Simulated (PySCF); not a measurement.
# Spinor energies of Hg³⁺ (mercury, charge +3)

Start: [Xe] 4f14 5d9; 5d3/2 filled at m_j = -3/2, -1/2, +1/2, +3/2; 5d5/2 filled at m_j = -3/2, -1/2, +1/2, +3/2, +5/2. Calculated with PySCF 2.14 in x2c-SVPall-2c (7s10p9d2f, 96 functions): generalised Hartree-Fock with the X2C-1e Hamiltonian and a Gaussian nucleus; one run each with spin-orbit coupling (SO) switched off, then screened by Boettger's factors.

```tsv
spinor shell	electrons	ε, spin-free (eV)	ε, screened SO (eV)	weight of nominal j (screened SO)	rms radius, screened SO (bohr)
1s1/2	2	-83600.9	-83567.6	1.000	0.0187
2s1/2	2	-15000.1	-14989.6	1.000	0.0756
2p1/2	2	-12955.0	-14360.0	1.000	0.0639
2p3/2	4	-12955.0	-12406.4	1.000	0.0720
3s1/2	2	-3656.4	-3652.9	1.000	0.193
3p1/2	2	-3056.3	-3370.3	1.000	0.184
3p3/2	4	-3056.3	-2930.9	1.000	0.201
3d3/2	4	-2413.5	-2467.1	1.000	0.177
3d5/2	6	-2413.5	-2374.5	1.000	0.180
4s1/2	2	-868.85	-867.74	1.000	0.424
4p1/2	2	-668.72	-745.28	1.000	0.429
4p3/2	4	-668.72	-637.87	1.000	0.462
4d3/2	4	-425.72	-437.21	1.000	0.476
4d5/2	6	-425.72	-416.91	1.000	0.486
5s1/2	2	-173.04	-172.84	1.000	0.968
4f5/2	6	-154.44	-156.32	0.999	0.526
4f7/2	8	-154.44	-152.09	0.999	0.527
5p1/2	2	-116.51	-129.97	0.998	1.09
5p3/2	4	-116.51	-110.85	0.999	1.13
5d3/2	4	-49.727	-51.190	0.973	1.45
5d5/2	5	-49.727	-48.594	0.978	1.50
```

```tsv
quantity	spin-free	screened SO
E (hartree)	-19604.47893	-19636.24802
M_J	5/2	5/2
⟨J²⟩	8.764	8.767
⟨L²⟩	6.011	6.157
⟨S²⟩	0.753	0.897
```

Each row is a mean over spinors that exchange with the open shell spreads, by up to 5.044 eV (5p3/2).

Breit and QED terms are absent; they matter most for the inner s and p1/2 levels.

Densities and radii are taken from the X2C orbitals without a picture-change correction, which distorts them close to the nucleus.

Without spin-orbit coupling the j labels of p, d and f shells carry no meaning; the spin-free column gives the mean over the occupied spinors of each nl shell.
